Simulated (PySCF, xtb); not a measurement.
thiourea (CH4N2S), SMILES NC(=S)N.

GFN2-xTB run with xtb 6.7.1 at its own geometry gives an orbital gap of 2.79 eV and a dipole moment of 6.11 D.

Geometry: PBE-D3(BJ)/def2-SVP. The values are those of a single conformer.

What does CAM-B3LYP/def2-TZVPD (PySCF) give? (The exact figures need the calculation; the answer reports its results.)

gap 7.87 eV (levels -7.46 and 0.41 eV), dipole 4.89 D.
